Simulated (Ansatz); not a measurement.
Geometry optimisation, Ansatz, RKS PBE/def2-SVPD.

input.yaml

```yaml
crystal:
  periodic: [false, false, false]
  atoms:
    - { symbol: "N", position_ang: [-0.8905, 0.3214, -0.9241] }
    - { symbol: Sb, position_ang: [-0.1288, 0.0505, 0.9652] }
    - { symbol: O, position_ang: [1.2036, -1.2499, 0.2159] }
    - { symbol: H, position_ang: [-1.4627, -0.453, -1.1506] }
    - { symbol: H, position_ang: [-1.5782, 1.1797, -0.8743] }
    - { symbol: H, position_ang: [0.9826, 1.4229, 0.7671] }
    - { symbol: H, position_ang: [0.82758, -1.50734, -0.72342] }
basis:
  gaussian: { orbitals: def2-SVPD }
hamiltonian:
  xc: pbe
relax:
  f_tol: 0.015
  max_steps: 40
output:
  orbitals: {}
```

Command:

```bash
$ ansatz run input.yaml --threads 2 --pin off --max-ram 3072MiB --backend cpu --events-out ev --progress --plain --runs-dir out
```

Problem. Where does it end, and by what steps?

Solution. The forces met the threshold. After 12 steps the energy has fallen by 0.516 eV; H4 moved furthest, 0.79 Å.

```
step  energy less start (eV)  largest force component (eV/Å)  accepted
   0                  0.0000                           3.496       yes
   1                 -0.2726                           2.319       yes
   2                 -0.3191                           2.669       yes
   3                 -0.4847                           0.476       yes
   4                 -0.4876                           0.773       yes
   5                 -0.4528                           0.759        no
   6                 -0.5097                           0.108       yes
   7                 -0.5127                           0.113       yes
   8                 -0.5118                           0.284        no
   9                 -0.5146                           0.083       yes
  10                 -0.5154                           0.017       yes
  11                 -0.5154                           0.028       yes
  12                 -0.5155                           0.013       yes
```

```xyz
7
Properties=species:S:1:pos:R:3
N -1.159 0.200 -0.822
Sb -0.142 -0.127 0.959
O 1.225 -1.444 0.223
H -2.123 -0.142 -0.853
H -1.114 1.149 -1.201
H 0.800 1.318 0.658
H 1.466 -1.189 -0.688
```

The run took 22 s on 2 threads of Intel(R) Xeon(R) Platinum 8488C (Sapphire Rapids), on a shared host, peak memory 0.15 GiB.
